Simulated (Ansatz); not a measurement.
BiH2Cl. Total charge 0; triplet. Geometry PBE0-D4/def2-TZVP, that of the neutral singlet; atoms count from 1.

```xyz
4

Bi    0.8059    0.2123    0.1050
H     0.1343    0.1189   -1.5537
H    -0.4733    1.3883    0.5426
Cl   -0.4669   -1.7195    0.9061
```

In the def2 sets Bi takes a core potential; there is no spin–orbit coupling. At PBE0-D4/def2-TZVP a singlet of charge 0 lies 4.05 eV below the triplet at the same geometry.

Estimate the Mulliken populations from the PBE0/def2-TZVP orbitals of Ansatz.


| atom | charge (e) | spin (α − β) |
| --- | --- | --- |
| Bi1 | 0.16 | 1.23 |
| H2 | 0.04 | 0.12 |
| H3 | 0.04 | 0.12 |
| Cl4 | -0.24 | 0.54 |
Mulliken values and Mayer orders depend strongly on the basis.

Where does the spin sit?

Summed by element: Bi 1.23, H 0.24, Cl 0.54, of 2 unpaired in all. Largest on single atoms: Bi1 1.23, Cl4 0.54, H2 0.12.

And the Mayer bond orders between bonded heavy atoms (over 0.3)?

Bi1–Cl4 0.82 (2.45 Å).
